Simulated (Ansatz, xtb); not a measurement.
**A geometry optimisation of ClH3SeSi2+ with r2SCAN-D4/def2-SVP**

The starting geometry of this gas-phase doublet was built from a drawn formula by distance geometry and a force field; its bonds are those of `Cl[Si]1[SiH2][SeH+]1`.

```yaml
atoms:
  - { symbol: Cl, position_ang: [-3.5186, -1.2599, -0.1502] }
  - { symbol: Se, position_ang: [-0.7061, -2.6199, -1.9790] }
  - { symbol: Si, position_ang: [-2.8014, -1.7347, -2.1003] }
  - { symbol: Si, position_ang: [-1.0529, -0.4107, -2.5557] }
  - { symbol: H, position_ang: [-0.8345, -0.1857, -3.9615] }
  - { symbol: H, position_ang: [-0.6792, 0.5160, -1.4918] }
  - { symbol: H, position_ang: [-0.6104, -2.2131, -0.4860] }
```

Problem. Predict what becomes of its bonds when it is optimised with r2SCAN-D4/def2-SVP.

Solution. It keeps its bonds, and is `Cl[Si]1[SiH2][SeH+]1`. Distances that change by over a tenth: Se2–Si3 (2.28 → 2.51 Å).

The energy falls by 0.57 eV over 9 steps:

| step | E − E(last) (eV) |
| --- | --- |
| 1 | 0.567 |
| 2 | 0.075 |
| 3 | 0.016 |
| 4 | 0.006 |
| 5 | 0.004 |
| 6 | 0.001 |
| 7 | 0.000 |
| 8 | 0.000 |
| 9 | 0.000 |

Final geometry (Å):

```yaml
atoms:
  - { symbol: Cl, position_ang: [-3.6904, -1.4562, -0.1373] }
  - { symbol: Se, position_ang: [-0.6654, -2.6247, -1.9066] }
  - { symbol: Si, position_ang: [-2.9598, -1.6080, -2.0265] }
  - { symbol: Si, position_ang: [-1.1034, -0.3315, -2.5717] }
  - { symbol: H, position_ang: [-0.7557, -0.2307, -4.0072] }
  - { symbol: H, position_ang: [-0.5240, 0.6255, -1.5987] }
  - { symbol: H, position_ang: [-0.5045, -2.2825, -0.4767] }
```

From the same start GFN2-xTB ends elsewhere, differing in Se2–Si3 (3.87 against 2.51 Å here).

No frequencies were run, so the end isn't proven a minimum. Open shells are spin-unrestricted. Run with Ansatz 0.2.0, 37 s on 2 threads of Intel(R) Xeon(R) 6975P-C (Granite Rapids) (shared host).
